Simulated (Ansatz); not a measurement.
Input file for `F[SiH](F)N[SiH3]`:

```yaml
crystal:
  periodic: [false, false, false]
  atoms:
    - {symbol: F, position_ang: [-0.279706, 1.366699, 2.270393]}
    - {symbol: Si, position_ang: [-0.763201, 1.076089, 0.786023]}
    - {symbol: F, position_ang: [-1.139522, 2.505709, 0.207763]}
    - {symbol: N, position_ang: [0.453675, 0.370476, -0.155386]}
    - {symbol: Si, position_ang: [0.553318, -1.255961, -0.752295]}
    - {symbol: H, position_ang: [-1.951786, 0.214774, 0.835278]}
    - {symbol: H, position_ang: [1.245144, 0.964342, -0.369450]}
    - {symbol: H, position_ang: [0.676502, -1.270822, -2.232962]}
    - {symbol: H, position_ang: [-0.696042, -1.941234, -0.341471]}
    - {symbol: H, position_ang: [1.726719, -1.969571, -0.184692]}
basis:
  gaussian: {orbitals: def2-TZVPP}
correlation: {method: ccsd_t}
```

```sh
$ ansatz run in.yaml --threads 4 --pin off --events-out ev --progress --plain --max-ram 10444MiB
```

The program prints (abridged):

```
Functional definition: HF
1472 factors; integrals over basis functions are off by at most 1.0e-3 eV
mean field evaluation 1: about -22702.1271 eV, gradient 4.7e1 eV
mean field evaluation 2: about -22702.3499 eV, gradient 4.7e1 eV
mean field evaluation 4: about -22706.5469 eV, gradient 3.2e0 eV
mean field evaluation 8: about -22706.6039 eV, gradient 1.1e-1 eV
mean field -22706.60391187 eV, -834.4523026721 hartree, gradient 2.3e-6 eV, S^2 0.000000; 0 other end points of the search recorded, 0 dependent functions left out
13 core orbitals not correlated: weight in the atoms' cores, before any rotation towards them, 1.000 or more for the frozen orbitals, at most 0.000 for the correlated occupied ones
reference -22706.60391187 eV, -834.4523026721 hartree; 16, 16 occupied and 218, 218 virtual orbitals, 1472 factors
second order -25.87694318 eV of doubles, -0.00000000 eV of singles
cycle   1  -26.12493525 eV  change   -2.5e-1 eV  update   1.0e-1
cycle   2  -26.70414371 eV  change   -5.8e-1 eV  update   3.0e-2
cycle   3  -26.83463140 eV  change   -1.3e-1 eV  update   1.5e-2
cycle   4  -26.81843871 eV  change    1.6e-2 eV  update   3.0e-3
cycle   5  -26.81684803 eV  change    1.6e-3 eV  update   1.3e-3
cycle   6  -26.81764116 eV  change   -7.9e-4 eV  update   3.5e-4
cycle   7  -26.81746148 eV  change    1.8e-4 eV  update   1.2e-4
cycle   8  -26.81738383 eV  change    7.8e-5 eV  update   3.5e-5
cycle   9  -26.81739108 eV  change   -7.3e-6 eV  update   1.5e-5
perturbative correction -0.83319192 eV, -0.0306192383 hartree
Total energy: -22734.25449487 eV, -835.4684428553 hartree
```

Run time 2.3 min (4 threads of an Arm Neoverse V2 on a shared host); peak host memory 5 GiB.

Correlation energy per correlated electron: -0.864 eV. T1 diagnostic: 0.0113.
